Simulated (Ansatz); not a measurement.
`P[SiH]1CC1` + `N=CF` → `F/C=N/P` + `C1C[SiH2]1` at 700 K and 1 bar (cleavage of the P–Si bond).

Calculated with Ansatz (gas phase, PBE0-D4/def2-TZVP geometries, no zero-point term in ΔE). CCSD(T)/CBS is the MP2 limit (def2-TZVPP, def2-QZVPP) plus CCSD(T) − MP2 in def2-TZVPP, frozen cores. This one scheme is used for every species. One conformer a species, not always the lowest.

| species | CCSD(T)/CBS energy (Eh) | H − E (kJ/mol) | S (J/(mol·K)) |
| --- | --- | --- | --- |
| `P[SiH]1CC1` | -710.29768 | 286.2 | 442.7 |
| `N=CF` | -193.72220 | 122.2 | 297.1 |
| `F/C=N/P` | -535.25055 | 162.0 | 378.6 |
| `C1C[SiH2]1` | -368.74760 | 239.2 | 354.1 |

H − E and S are ideal-gas, rigid-rotor, harmonic terms from PBE0-D4/def2-TZVP, for one conformer and one mirror image of each species. 1 Eh = 2625.50 kJ/mol, R = 8.31446 J/(mol·K).

Question: By hand: ΔE, ΔH, ΔS and ΔG.

Answer: ΔE = (-535.25055) + (-368.74760) − (-710.29768) − (-193.72220) = 0.02173 Eh = 57.1 kJ/mol. Δ(H − E) = 162.0 + 239.2 − 286.2 − 122.2 = -7.2, so ΔH = 49.9 kJ/mol. ΔS = 378.6 + 354.1 − 442.7 − 297.1 = -7.1 J/(mol·K). ΔG = 49.9 − 700 × (-7.1)/1000 = 54.9 kJ/mol.

Question: By hand: the equilibrium constant, and the temperature at which ΔG would vanish if ΔH and ΔS stayed fixed.

Answer: log₁₀ K = −ΔG/(RT ln 10) = -4.1. ΔH and −TΔS have one sign here, so there is no such temperature.

The number of gas molecules stays the same, so ΔS is small and ΔH decides. A doubt of 5 kJ/mol in ΔE shifts log₁₀ K by 0.4 here. Other conformers and mirror images would add mixing entropy, several J/(mol·K) or more a flexible species. These are equilibria of isolated gas molecules and say nothing of rates. Largest T1 diagnostic: 0.014 (customary marks: 0.02 for closed shells, 0.045 for open ones).

ΔS is within the doubt of such terms, so its sign, and with it that verdict, could turn.
